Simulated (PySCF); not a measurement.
A PySCF script (with the pyscf-properties extension) for the NMR shieldings of SMILES CC[C@@H]1OBO[C@H]1F, C₄H₈BFO₂, on a GFN2-xTB geometry:

```python
import basis_set_exchange as bse
import numpy as np
from pyscf import gto, dft
from pyscf.prop import nmr

atoms = """
C     2.131931    0.463961   -0.383660
C     1.044041   -0.254042    0.405954
C    -0.271216   -0.287489   -0.371411
O    -0.759775    1.024069   -0.598014
B    -1.954999    1.162315    0.008150
O    -2.351012    0.019773    0.656243
C    -1.424832   -0.969521    0.405754
F    -2.005527   -1.947389   -0.370681
H     2.347946   -0.068984   -1.306437
H     1.803368    1.469008   -0.633764
H     3.044659    0.527524    0.202744
H     1.346343   -1.281436    0.619110
H     0.873676    0.262745    1.353466
H    -0.133986   -0.779817   -1.341506
H    -2.579484    2.137876    0.008161
H    -1.118730   -1.469648    1.334479
"""
names = dict.fromkeys(["C", "O", "B", "F", "H"], "pcSseg-1")
basis = {el: gto.basis.parse(bse.get_basis(n, elements=[el], fmt="nwchem")) for el, n in names.items()}
mol = gto.M(atom=atoms, basis=basis, charge=0, verbose=0)
mf = dft.RKS(mol, xc="PBE0")
mf.grids.level = 2
mf.grids.alignment = dft.numint.BLKSIZE   # the property module wants whole blocks of grid points
mf.conv_tol = 1e-9
mf.kernel()

calc = nmr.RKS(mf)   # GIAO
C = mf.mo_coeff
Co = C[:, mf.mo_occ > 0]
resp = mf.gen_response(singlet=True, hermi=2)
def vind(x):   # induced exchange potential for any number of trial vectors
    d = np.einsum("pi,xij,qj->xpq", C, 2 * x.reshape(-1, C.shape[1], Co.shape[1]), Co, optimize=True)
    return np.einsum("xpq,pi,qj->xij", resp(d - d.transpose(0, 2, 1)), C, Co, optimize=True).ravel()
mo1, _ = nmr.rhf.solve_mo1(calc, with_cphf=vind)
sigma = calc.kernel(mo1)
for i, s in enumerate(sigma):   # ppm
    w = np.linalg.eigvalsh((s + s.T) / 2)
    print("%2d %-2s iso %8.1f  s11 %8.1f  s22 %8.1f  s33 %8.1f" % (i, mol.atom_pure_symbol(i), w.mean(), *w))
```

Q: What are the results?

A: 
```
 0 C  iso    174.1  s11    162.0  s22    172.9  s33    187.4
 1 C  iso    153.8  s11    143.0  s22    150.4  s33    168.1
 2 C  iso     97.5  s11     77.5  s22     94.8  s33    120.2
 3 O  iso    172.3  s11     29.8  s22    218.5  s33    268.6
 4 B  iso     72.4  s11     58.6  s22     75.2  s33     83.5
 5 O  iso    144.4  s11     30.8  s22    150.2  s33    252.3
 6 C  iso     66.9  s11     45.3  s22     70.2  s33     85.3
 7 F  iso    301.6  s11    215.8  s22    320.6  s33    368.5
 8 H  iso     30.7  s11     26.6  s22     28.4  s33     37.2
 9 H  iso     30.1  s11     24.7  s22     30.0  s33     35.5
10 H  iso     30.5  s11     25.8  s22     27.7  s33     38.0
11 H  iso     30.1  s11     25.2  s22     29.6  s33     35.6
12 H  iso     30.5  s11     26.0  s22     30.6  s33     34.8
13 H  iso     27.4  s11     25.0  s22     26.6  s33     30.6
14 H  iso     27.6  s11     24.9  s22     26.1  s33     31.7
15 H  iso     25.7  s11     23.4  s22     25.7  s33     28.0
```

These numbers come from an equivalent density-fitted implementation of the same equations, which agrees with the script to about 0.01 ppm for H and up to a few tenths of a ppm for heavy atoms, so last digits may differ.

Size and cost of the density-fitted run: 176 basis functions, 36 s wall time on 1 thread of an Intel Xeon Platinum 8488C, shared host; peak memory 0.79 GiB.
